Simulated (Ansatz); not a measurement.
Molecule: C7H14, net charge 0, singlet state. 
Structure (B3LYP-D3(BJ)/def2-TZVP (Ansatz, a program for electronic structure) minimum search):
```xyz
21

C      3.0336     0.7132    -0.1198
C      2.0083    -0.3327     0.3336
C      0.6403     0.2527     0.5124
C     -0.4739    -0.0117    -0.1734
C     -0.5600    -1.0034    -1.3009
C     -1.7636     0.6966     0.1626
C     -2.8607    -0.2339     0.6925
H      4.0340     0.2816    -0.1910
H      3.0775     1.5482     0.5830
H      2.7655     1.1184    -1.0974
H      2.3381    -0.7572     1.2885
H      1.9932    -1.1607    -0.3758
H      0.5729     1.0046     1.2965
H     -1.1620    -1.8718    -1.0193
H      0.4141    -1.3668    -1.6197
H     -1.0512    -0.5505    -2.1672
H     -1.5629     1.4742     0.9025
H     -2.1371     1.2047    -0.7343
H     -3.1463    -0.9841    -0.0464
H     -3.7576     0.3328     0.9494
H     -2.5222    -0.7579     1.5887
```
Charge 0, spin multiplicity 1.

Property: atomisation energy (electronic, to ground-state atoms), in kJ/mol. Valence correlation only, unless marked. UHF or UKS for open shells. No spin-orbit coupling. Non-relativistic. The coupled-cluster limit lacks core correlation, which all-electron functionals hold. Basis-set limits of correlation are two-point, X^-3; Hartree-Fock from the larger set. [CCSD(T)-MP2]/basis is that difference in the basis named.

| level | program | atomisation energy (kJ/mol) |
|---|---|---|
| PBE/def2-TZVPD | Ansatz | … |
| PBE0/def2-TZVP | Ansatz | 8566.1 |
| PBE0/def2-QZVPP | Ansatz | 8575.9 |
| CAM-B3LYP-D3(BJ)/def2-TZVPD | Ansatz + dftd3 | … |
| RI-MP2/CBS(aug-cc-pVTZ,aug-cc-pVQZ)+[CCSD(T)-MP2]/aug-cc-pVTZ | Ansatz | 8535.8 |

**Question.** What belongs in the gaps?

**Answer.** 
- PBE/def2-TZVPD, atomisation energy (kJ/mol): 8655.0
- CAM-B3LYP-D3(BJ)/def2-TZVPD, atomisation energy (kJ/mol): 8570.7
